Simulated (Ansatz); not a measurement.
Geometry optimisation, Ansatz, RKS B3LYP-D4/def2-SVP.

Input file:

```yaml
crystal:
  periodic: [false, false, false]
  atoms:
    - { symbol: B, position_ang: [0.110598, -0.267155, -0.233704] }
    - { symbol: H, position_ang: [-0.058907, -0.69176, 0.869498] }
    - { symbol: "N", position_ang: [1.34265, -0.36175, -0.886648] }
    - { symbol: H, position_ang: [2.147858, -0.818962, -0.478669] }
    - { symbol: H, position_ang: [1.505242, 0.037382, -1.804929] }
    - { symbol: F, position_ang: [-0.918686, 0.325047, -0.864383] }
    - { symbol: Si, position_ang: [0.031768, 2.503887, 1.281231] }
    - { symbol: H, position_ang: [0.760325, 3.229889, 2.364503] }
    - { symbol: H, position_ang: [0.704679, 2.784928, -0.01711] }
    - { symbol: H, position_ang: [-1.374669, 2.990813, 1.233007] }
    - { symbol: H, position_ang: [0.061043, 1.055982, 1.542003] }
basis:
  gaussian: { orbitals: def2-SVP }
hamiltonian:
  xc: b3lyp
  dispersion: d4
relax:
  f_tol: 0.03
  max_steps: 50
```

Launched with:

```bash
$ ansatz run input.yaml --threads 2 --pin off --max-ram 3072MiB --backend cpu --events-out ev --progress --plain --runs-dir out
```

Where does it end, and by what steps?

It converged. The force dipped under the threshold on the way, but the program's further checks kept it going. After 34 steps the energy has fallen by 0.250 eV; H2 moved furthest, 1.65 Å.

| step | energy less start (eV) | largest force component (eV/Å) | accepted |
| --- | --- | --- | --- |
| 0 | 0.0000 | 0.578 | yes |
| 2 | -0.1635 | 0.344 | yes |
| 4 | -0.2115 | 0.401 | yes |
| 6 | -0.2252 | 0.380 | yes |
| 8 | -0.2381 | 0.214 | yes |
| 10 | -0.2368 | 0.342 | no |
| 12 | -0.2442 | 0.128 | yes |
| 14 | -0.2455 | 0.020 | yes |
| 16 | -0.2451 | 0.136 | no |
| 18 | -0.2461 | 0.114 | no |
| 20 | -0.2467 | 0.060 | yes |
| 22 | -0.2472 | 0.082 | yes |
| 24 | -0.2480 | 0.033 | yes |
| 26 | -0.2480 | 0.025 | yes |
| 28 | -0.2487 | 0.038 | yes |
| 30 | -0.2492 | 0.075 | yes |
| 32 | -0.2495 | 0.043 | no |
| 34 | -0.2499 | 0.015 | yes |

```xyz
11
Properties=species:S:1:pos:R:3
B 0.084 -0.786 -0.374
H -0.210 -1.943 -0.196
N 1.284 -0.410 -0.972
H 1.971 -1.083 -1.286
H 1.542 0.561 -1.115
F -0.778 0.167 0.025
Si 0.074 2.847 1.383
H 0.470 4.120 2.054
H 1.072 2.557 0.313
H -1.278 3.009 0.786
H 0.081 1.749 2.387
```

Whether the end is a true minimum wasn't checked by a vibrational analysis.

Time of the run: 44 s on 2 threads of Intel(R) Xeon(R) 6975P-C (Granite Rapids), on a shared host, peak memory 0.2 GiB.
